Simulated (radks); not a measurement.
Results of a calculation; reference values are marked as such.
Ionisation ladder of gold, from Au44+ to Au65+. Each ion is in the ground configuration listed by NIST, and IE = E(next ion) - E(this ion). Code: a radial shooting solver on a logarithmic mesh with Libxc functionals. Model: non-relativistic Kohn-Sham, LDA (Slater exchange, Perdew-Wang correlation), spin-unpolarised, spherical densities, point nucleus; relativity is left out, which matters for an element this heavy.

species      configuration  E (hartree)  IE, Delta-SCF (eV)  -e(HOMO) (eV)  HOMO  <r> HOMO (bohr)  IE, NIST (eV)       kind  error (eV)
Au44+    [Ar] 3d10 4s2 4p5  -16564.6554              2294.6         2265.0    4p            0.389           2320     theory       -25.4
Au45+    [Ar] 3d10 4s2 4p4  -16480.3297              2354.1         2324.3    4p            0.387           2383     theory       -28.9
Au46+    [Ar] 3d10 4s2 4p3  -16393.8196              2413.7         2383.9    4p            0.385           2443     theory       -29.3
Au47+    [Ar] 3d10 4s2 4p2  -16305.1171              2473.5         2443.6    4p            0.383           2640     theory      -166.5
Au48+    [Ar] 3d10 4s2 4p1  -16214.2170              2533.3         2503.4    4p            0.381           2708     theory      -174.7
Au49+        [Ar] 3d10 4s2  -16121.1196              2683.9         2654.8    4s            0.384           2870     theory      -186.1
Au50+        [Ar] 3d10 4s1  -16022.4886              2740.8         2712.8    4s            0.383           2941  semi-emp.      -200.2
Au51+            [Ar] 3d10  -15921.7656              4903.1         4833.7    3d            0.164           4888       exp.       +15.1
Au52+             [Ar] 3d9  -15741.5807              5042.8         4972.7    3d            0.163           5013     theory       +29.8
Au53+             [Ar] 3d8  -15556.2597              5184.0         5113.2    3d            0.162           5156     theory       +28.0
Au54+             [Ar] 3d7  -15365.7506              5326.6         5255.1    3d            0.161           5307     theory       +19.6
Au55+             [Ar] 3d6  -15170.0019              5470.5         5398.3    3d            0.160           5452     theory       +18.5
Au56+             [Ar] 3d5  -14968.9633              5615.8         5543.0    3d            0.159           5594     theory       +21.8
Au57+             [Ar] 3d4  -14762.5848              5762.5         5688.9    3d            0.158           5846     theory       -83.5
Au58+             [Ar] 3d3  -14550.8180              5910.4         5836.2    3d            0.157           5994     theory       -83.6
Au59+             [Ar] 3d2  -14333.6154              6059.6         5984.8    3d            0.156           6156     theory       -96.4
Au60+             [Ar] 3d1  -14110.9310              6209.9         6134.5    3d            0.155           6305     theory       -95.1
Au61+                 [Ar]  -13882.7209              6610.6         6545.6    3p            0.179           6724     theory      -113.4
Au62+         [Ne] 3s2 3p5  -13639.7866              6740.9         6675.7    3p            0.178           6854     theory      -113.1
Au63+         [Ne] 3s2 3p4  -13392.0615              6871.7         6806.3    3p            0.177           6997     theory      -125.3
Au64+         [Ne] 3s2 3p3  -13139.5299              7002.8         6937.2    3p            0.176           7130     theory      -127.2
Au65+         [Ne] 3s2 3p2  -12882.1811              7134.0         7068.4    3p            0.176           7760     theory      -626.0

Reference values: NIST Atomic Spectra Database (exp. = measured, semi-emp. = semi-empirical, theory = theoretical value adopted there). The ionisation energy per charge of the ion left behind rises most, in proportion, at Au51+ ([Ar] 3d10), from 53.741 to 94.290 eV. Relativity is left out here, which matters for elements this heavy. Spin polarisation and multiplet splitting are left out, so open shells lie too high by an amount that depends on their filling.

Beside tabulated values, note that spin-unpolarised runs miss the spin-polarisation part of the exchange energy of open shells.
